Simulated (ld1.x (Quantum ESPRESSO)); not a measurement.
# Reading a pseudo-wave (Tb (Z = 65))

Columns: radius, all-electron u(r) and pseudo u(r) of the 5p shell (level -24.94 eV) of terbium in the configuration [Kr] 4d10 4f9 5s2 5p6 5d0 6s2 6p0; LDA (PZ), scalar-relativistic, TM scheme, ld1.x (Quantum ESPRESSO) 7.5.

```json
{"r (bohr)": "0.138", "all-electron": "-0.2490", "pseudo": "-0.0219"}
{"r (bohr)": "0.275", "all-electron": "0.0105", "pseudo": "-0.0850"}
{"r (bohr)": "0.413", "all-electron": "0.4441", "pseudo": "-0.1840"}
{"r (bohr)": "0.550", "all-electron": "0.3548", "pseudo": "-0.3077"}
{"r (bohr)": "0.688", "all-electron": "0.0014", "pseudo": "-0.4455"}
{"r (bohr)": "0.825", "all-electron": "-0.3637", "pseudo": "-0.5815"}
{"r (bohr)": "0.963", "all-electron": "-0.6434", "pseudo": "-0.7039"}
{"r (bohr)": "1.100", "all-electron": "-0.8158", "pseudo": "-0.7988"}
{"r (bohr)": "1.238", "all-electron": "-0.8993", "pseudo": "-0.8592"}
{"r (bohr)": "1.375", "all-electron": "-0.9157", "pseudo": "-0.8807"}
{"r (bohr)": "1.513", "all-electron": "-0.8874", "pseudo": "-0.8662"}
{"r (bohr)": "1.650", "all-electron": "-0.8321", "pseudo": "-0.8225"}
{"r (bohr)": "1.788", "all-electron": "-0.7615", "pseudo": "-0.7584"}
{"r (bohr)": "1.925", "all-electron": "-0.6853", "pseudo": "-0.6847"}
{"r (bohr)": "2.062", "all-electron": "-0.6087", "pseudo": "-0.6087"}
{"r (bohr)": "2.200", "all-electron": "-0.5348", "pseudo": "-0.5348"}
{"r (bohr)": "2.338", "all-electron": "-0.4660", "pseudo": "-0.4660"}
{"r (bohr)": "2.475", "all-electron": "-0.4040", "pseudo": "-0.4040"}
{"r (bohr)": "2.613", "all-electron": "-0.3481", "pseudo": "-0.3481"}
{"r (bohr)": "2.750", "all-electron": "-0.2990", "pseudo": "-0.2990"}
{"r (bohr)": "2.888", "all-electron": "-0.2556", "pseudo": "-0.2556"}
{"r (bohr)": "3.025", "all-electron": "-0.2182", "pseudo": "-0.2182"}
{"r (bohr)": "3.162", "all-electron": "-0.1858", "pseudo": "-0.1858"}
{"r (bohr)": "3.300", "all-electron": "-0.1578", "pseudo": "-0.1578"}
{"r (bohr)": "3.438", "all-electron": "-0.1337", "pseudo": "-0.1337"}
{"r (bohr)": "3.575", "all-electron": "-0.1132", "pseudo": "-0.1132"}
```

Question: How many radial nodes do the two functions have?

Answer: The all-electron 5p function has n − l − 1 = 3 (the table is too coarse to show those close to the nucleus); the pseudo-wave has 0, since the states of the same l below it are removed with the core.

Question: At about which radius was the pseudo-wave matched?

Answer: 2.25 bohr. The columns agree to 0.0005 from 2.06 bohr on; several derivatives are matched, so the curves merge somewhat inside the radius.

Question: Is the pseudo-wave norm-conserving?

Answer: Yes: the TM scheme keeps the norm inside the radius equal to the all-electron one, which fixes the energy derivative of the logarithmic derivative at the level.
